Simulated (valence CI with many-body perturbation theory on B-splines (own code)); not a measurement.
## Hyperfine factors and g values of Se²⁷⁺

Calculated by configuration interaction combined with many-body perturbation theory (CI+MBPT): five valence electrons over a frozen Dirac-Fock core [He], radial functions for each j: 11 s, 11 p, 10 d, 8 f, 5 g, 2 h, with the one-electron correlation potential Σ1, the two-electron term Σ2, the three-electron term Σ3, Breit, model QED; selected CI, second order for the rest, scaled by the run's own slope (own B-spline code, finite nucleus).

The last digits are not significant, and no measured levels were compared; by estimate large intervals hold to a few tenths of a per cent, small ones and those within an open d or f shell to about a per cent. Among the levels kept, up to 5300 cm⁻¹ of a level comes from second order outside the variational space, and about a tenth of that is noise between levels of different J, which matters for small intervals.

A/g_I is the dipole constant over the nuclear g factor μ/I (μ in nuclear magnetons, uniformly magnetised nucleus), B/Q the quadrupole constant per barn. Both hold the static response of the core; the bare values leave it out. Large factors of s and p1/2 electrons are usually good to 5 to 10 %; those of open d and f shells near neutrality can be off by tens of per cent, and small factors of p3/2, d and f electrons come from cancelling terms and can be off by a factor of two or in sign, in half-filled shells by more. B is blank for J = 1/2, where it vanishes, and for nearly pure S terms. Energies count from the lowest level.

Levels are named by their leading jj configuration (3d3/2^4 stands for four electrons in 3d with j = 3/2), which in mixed levels can hold well under half, so a name can repeat and another be missing. Letters in brackets count levels of one name in rising energy.

| Level | E (Ry) | g | A/g_I (MHz) | A/g_I bare | B/Q (MHz/b) | B/Q bare |
| --- | --- | --- | --- | --- | --- | --- |
| (2s^2 2p1/2^2 2p3/2) J=3/2 | 0.00 | 1.608 | 44400 | 49400 | 69400 | 69700 |
| (2s^2 2p1/2 2p3/2^2) J=3/2 | 2.72 | 1.270 | 22900 | 25500 | 70200 | 70400 |
| (2s^2 2p1/2 2p3/2^2) J=5/2 | 3.56 | 1.193 | 127000 | 129000 | -778 | -781 |
| (2s^2 2p1/2 2p3/2^2) J=1/2 | 4.68 | 0.657 | 371000 | 367000 |  |  |
| (2s^2 2p3/2^3) J=3/2 | 7.23 | 1.238 | 71400 | 73500 | -141000 | -141000 |
| (2s 2p1/2^2 2p3/2^2) J=5/2 | 11.17 | 1.555 | 283000 | 283000 | 91100 | 91300 |
| (2s 2p1/2 2p3/2^3) J=3/2 [a] | 13.09 | 1.593 | 103000 | 108000 | -93300 | -93500 |
| (2s 2p1/2^2 2p3/2^2) J=1/2 | 13.26 | 2.486 | 817000 | 808000 |  |  |
| (2s 2p1/2 2p3/2^3) J=3/2 [b] | 15.60 | 1.041 | 26100 | 28400 | -117000 | -117000 |
| (2s 2p1/2 2p3/2^3) J=5/2 | 16.42 | 1.232 | 349000 | 345000 | -214000 | -215000 |
| (2s 2p1/2 2p3/2^3) J=1/2 | 17.80 | 1.560 | 245000 | 244000 |  |  |
| (2s 2p1/2 2p3/2^3) J=3/2 [c] | 18.52 | 1.215 | 28300 | 33900 | 61500 | 61700 |
| (2s 2p3/2^4) J=1/2 | 21.52 | 1.271 | 875000 | 853000 |  |  |
| (2p1/2^2 2p3/2^3) J=3/2 | 28.00 | 1.327 | 60700 | 65700 | -121000 | -121000 |
| (2p1/2 2p3/2^4) J=1/2 | 31.26 | 0.657 | 372000 | 366000 |  |  |
| (2s^2 2p1/2^2 3s) J=1/2 | 121.53 | 2.135 | 308000 | 304000 |  |  |
| (2s^2 2p1/2 2p3/2 3s) J=3/2 [a] | 124.12 | 1.691 | 88500 | 90400 | 83100 | 83400 |
| (2s^2 2p1/2^2 3p1/2) J=1/2 | 124.14 | 0.677 | 101000 | 100000 |  |  |
| (2s^2 2p1/2 2p3/2 3s) J=1/2 | 124.45 | 1.209 | -107000 | -101000 |  |  |
| (2s^2 2p1/2 2p3/2 3s) J=5/2 | 124.82 | 1.416 | 172000 | 173000 | 38900 | 39000 |
| (2s^2 2p1/2 2p3/2 3s) J=3/2 [b] | 125.10 | 1.059 | 116000 | 119000 | 32200 | 32300 |
| (2s^2 2p1/2^2 3p3/2) J=3/2 | 125.36 | 1.344 | 18900 | 20100 | 28500 | 28500 |
| (2s^2 2p1/2 2p3/2 3p1/2) J=1/2 | 126.71 | 1.596 | -43800 | -37800 |  |  |
| (2s^2 2p1/2 2p3/2 3p1/2) J=3/2 [a] | 127.01 | 1.168 | 88200 | 90000 | 255 | 266 |
| (2s^2 2p1/2 2p3/2 3p1/2) J=5/2 | 127.50 | 1.186 | 125000 | 126000 | 34400 | 34500 |
| (2s^2 2p1/2 2p3/2 3p3/2) J=5/2 [a] | 127.76 | 1.427 | 6950 | 9490 | 129000 | 130000 |
| (2s^2 2p1/2 2p3/2 3p3/2) J=1/2 [a] | 127.91 | 1.919 | -88600 | -83400 |  |  |
| (2s^2 2p3/2^2 3s) J=5/2 | 128.05 | 1.373 | 127000 | 127000 | 85700 | 85900 |
| (2s^2 2p1/2 2p3/2 3p3/2) J=3/2 [a] | 128.11 | 1.260 | 87300 | 88200 | -53200 | -53300 |
| (2s^2 2p1/2^2 3d3/2) J=3/2 | 128.23 | 0.772 | 14000 | 13900 | 3460 | 3550 |
| (2s^2 2p3/2^2 3s) J=3/2 | 128.30 | 1.077 | 24800 | 28200 | 33700 | 33800 |
| (2s^2 2p1/2 2p3/2 3p1/2) J=3/2 [b] | 128.43 | 1.582 | 106000 | 109000 | 42700 | 42900 |
| (2s^2 2p1/2 2p3/2 3p3/2) J=7/2 | 128.44 | 1.302 | 85200 | 86700 | 66100 | 66300 |
| (2s^2 2p1/2^2 3d5/2) J=5/2 | 128.79 | 1.197 | 3240 | 3390 | -1870 | -1770 |
| (2s^2 2p1/2 2p3/2 3p3/2) J=3/2 [b] | 128.81 | 1.245 | 38100 | 40500 | 44400 | 44500 |
| (2s^2 2p1/2 2p3/2 3p3/2) J=5/2 [b] | 129.15 | 1.181 | 108000 | 109000 | 17900 | 18000 |
| (2s^2 2p1/2 2p3/2 3p3/2) J=1/2 [b] | 129.67 | 0.762 | 343000 | 341000 |  |  |
| (2s^2 2p3/2^2 3s) J=1/2 | 129.79 | 1.980 | 320000 | 314000 |  |  |
| (2s 2p1/2^2 2p3/2 3s) J=5/2 | 130.56 | 1.901 | 303000 | 303000 | 25800 | 25900 |
| (2s^2 2p1/2 2p3/2 3d3/2) J=3/2 [a] | 130.88 | 0.959 | 22800 | 23800 | -60800 | -61000 |

Question: Take the isotope of mass number 77, with I = 1/2, μ = 0.53356 μN. What is the hyperfine structure of (2s 2p1/2^2 2p3/2^2) J=5/2?

Answer: From the table A = 302000 MHz. Shifts from the centre of gravity in MHz: F = 2: -528000, F = 3: 378000.
